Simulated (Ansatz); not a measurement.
CH3S (SMILES [CH2]S) moved off its minimum; all values from Ansatz (a program for electronic structure), cores frozen in correlated methods. Open shells are unrestricted.
(charge 0, multiplicity 2)
```xyz
5

C     -1.0126     0.4601     0.0330
S      0.5197    -0.2818    -0.0423
H     -1.9056    -0.0767     0.0172
H     -1.1169     1.5636     0.0386
H      1.2393     0.7290     0.0199
```

```
level                largest force (eV/Å)  on atom  rms difference from CCSD(T)/cc-pV(T+d)Z (eV/Å)  dipole (D)
-------------------  --------------------  -------  ----------------------------------------------  ----------
HF/def2-TZVPP                        3.27       S2                                           0.220        1.15
PBE/def2-TZVPP                       3.92       S2                                           0.212        0.88
r2SCAN/def2-TZVPP                    3.68       S2                                           0.097        0.96
B3LYP/def2-TZVPP                     3.61       S2                                           0.073        0.89
wB97M-V/def2-TZVPP                   3.57       S2                                           0.114        0.89
MP2/cc-pV(T+d)Z                      3.49       S2                                           0.106        0.94
CCSD(T)/cc-pV(T+d)Z                  3.56       S2                                           0.000        0.91
```

The differences count from one level among others, with limits of its own. Forces at CCSD(T)/cc-pV(T+d)Z (eV/Å):

| atom | Fx | Fy | Fz |
|---|---|---|---|
| C1 | 0.526 | 2.507 | 0.068 |
| S2 | -1.600 | -3.175 | -0.199 |
| H3 | -0.957 | -1.173 | -0.041 |
| H4 | 0.299 | -0.920 | 0.001 |
| H5 | 1.732 | 2.761 | 0.170 |
